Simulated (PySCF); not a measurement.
**Potential energy of GePb along the bond**

Set-up: PySCF, scalar-relativistic core potentials, basis sets Ge def2-SVP, Pb def2-SVP with ECP60. Energies in eV from Ge + Pb in their ground configurations at the same level. State: ³Σ⁻ (triplet), unpaired electrons π ↑↑.

```
R (Å)    PBE0  UHF-CCSD      UHF  r²SCANh
2.383  -2.021    -1.354  -0.3989   -2.023
2.489  -2.317    -1.674  -0.6765   -2.315
2.569  -2.422    -1.794  -0.7599   -2.418
2.648  -2.452    -1.836  -0.7627   -2.446
2.727  -2.424    -1.819  -0.7033   -2.417
2.833  -2.320    -1.727  -0.5521   -2.312
2.966  -2.116    -1.538  -0.2860   -2.109
3.125  -1.809    -1.248   0.0641   -1.805
```

Task: Put a parabola through the three lowest points of the PBE0 curve and estimate Re, k and ωe (reduced mass 54.54 u; 1 eV/Å² = 0.16022 mdyn/Å; ωe = 1302.8·√(k/μ) cm⁻¹).

Result: Through R = 2.569, 2.648, 2.727 Å the second-order coefficient is 4.65 eV/Å², so Re ≈ 2.649 Å, k ≈ 1.49 mdyn/Å and ωe ≈ 215 cm⁻¹. A polynomial fit of higher order to the unrounded PBE0 energies gives Re = 2.646 Å, k = 1.47 mdyn/Å, ωe = 214 cm⁻¹; anharmonicity and rounding make the difference.

The higher-order fit for each curve: PBE0: Re = 2.646 Å, ωe = 214 cm⁻¹, De = 2.45 eV; UHF-CCSD: Re = 2.662 Å, ωe = 211 cm⁻¹, De = 1.84 eV; UHF: Re = 2.611 Å, ωe = 234 cm⁻¹, De = 0.77 eV; r²SCANh: Re = 2.643 Å, ωe = 214 cm⁻¹, De = 2.45 eV.

Correlated steps freeze 13 core orbitals. Correlated levels converge slowly with the basis: in double zeta they bind strong bonds too weakly, by up to about 1 eV, and carry superposition errors of some tenths. These are scalar-relativistic numbers at best; spin–orbit coupling would shift them, the dissociation energy most. The state is the lowest determinant that a PBE0 search found; another state may lie lower at other levels.
